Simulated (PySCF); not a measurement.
Ga(F)(NH2)2 (FGaH₄N₂), SMILES [NH2][Ga]([NH2])[F].

The structure is a stationary point at PBE0-D3(BJ)/def2-SVP. The structure was generated by enumeration; whether it is a known compound was not checked. The values are those of a single conformer.

The numbers are results of PBE/def2-TZVP (PySCF), not measurements.

Symmetry labels are those of the subgroup C2 that the program uses (full group C2).

Task: List the valence orbital energies around the gap with their symmetry. (The exact figures need the calculation; the answer reports its results.)

Result: 
```
orbital  symmetry  energy (eV)
-------  --------  -----------
HOMO−7          B       -11.82
HOMO−6          A       -11.67
HOMO−5          B        -9.51
HOMO−4          A        -9.14
HOMO−3          B        -8.52
HOMO−2          B        -8.08
HOMO−1          B        -6.44
HOMO            A        -5.85
LUMO            A        -1.20
LUMO+1          B        -0.04
LUMO+2          B         0.64
LUMO+3          A         0.80
```
